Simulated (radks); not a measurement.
Spherical jellium clusters: N electrons in a uniform positive sphere of charge N and radius rs N^(1/3), rs = 5.01 bohr. Method: non-relativistic Kohn-Sham, PBEsol, spin-polarised, spherical densities; computed with a radial shooting solver with Libxc functionals. Levels are named by radial order and angular momentum (1s, 1p, 1d, 2s, ...), and open shells are averaged over m.

N = 7, configuration 1s2 1p(up 3, down 2). This is the lowest configuration that the search found. Occupied levels:

| level | occupation | eigenvalue (eV) | <r> (bohr) |
|---|---|---|---|
| 1s up | 1 | -3.5195 | 6.472 |
| 1s down | 1 | -3.3903 | 6.392 |
| 1p up | 3 | -2.6779 | 7.687 |
| 1p down | 2 | -2.5277 | 7.693 |

Energy (eV): total -12.1071, kinetic 8.1379, external -164.90, Hartree 81.738, exchange-correlation -20.562, background 83.476.
